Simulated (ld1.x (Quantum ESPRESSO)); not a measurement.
## PBE ultrasoft dataset for ruthenium (Ru), scalar-relativistic all-electron reference.

ld1.x (Quantum ESPRESSO) 7.5 input, shortened:

```
&input
   title='Ru', zed=44., rel=1, dft='PBE', iswitch=3,
   config='[Kr] 4d7 5s1 5p0'
 /
 &inputp
   pseudotype=3, tm=.true., lloc=-1, rcloc=1.35,
   nlcc=.true., new_core_ps=.true.,
   which_augfun='PSQ', rmatch_augfun_nc=.true.
 /
6
4S  1  0   2.00   0.00  1.65  1.80  0.0
5S  2  0   1.00   0.00  1.65  1.80  0.0
4P  2  1   6.00   0.00  1.50  1.60  0.0
5P  3  1   0.00   0.00  1.50  1.60  0.0
4D  3  2   7.00   0.00  1.50  1.95  0.0
4D  3  2   0.00   1.15  1.50  1.95  0.0
 &test
   configts(1)='4s2 4p6 4d7 5s1 5p0'
 /
```

All-electron outer shells of the reference configuration (PBE, scalar-relativistic, ld1.x):

| shell | level (eV) | outermost node (bohr) | outermost maximum (bohr) |
| --- | --- | --- | --- |
| 3p | -447.22 | 0.16 | 0.36 |
| 3d | -273.12 | – | 0.30 |
| 4s | -76.37 | 0.48 | 0.92 |
| 4p | -46.42 | 0.49 | 0.98 |
| 4d | -5.20 | 0.48 | 1.21 |
| 5s | -4.24 | 1.24 | 2.73 |
| 5p | -0.91 | 1.41 | 3.97 |

Calculated quality:

| Property | Result |
| --- | --- |
| Cutoffs needed | 40 Ry and 60 Ry (the cutoffs (Ry, on a coarse ladder) from which the occupation-weighted sum of valence levels, in a spherical-Bessel basis at the reference potential, stays within 10 and 1 mRy of its value at 400 Ry) |
| Ghost test | ghost state, extra bound levels that the all-electron valence spectrum of the same l lacks: d at -19.5 eV; a true bound ghost makes a file unfit for plane-wave use (spherical-Bessel basis up to 400 Ry, 20 bohr box) |
| Configuration tests | test run stopped at test 2 of 7 (negative rho) |
| Lowest eigenvalue of the overlap operator | 0.05 (s channel) |
| Density cutoff estimated by the generator | 189 Ry |

Generation and tests took about 1.6 s on one core of a shared server CPU.
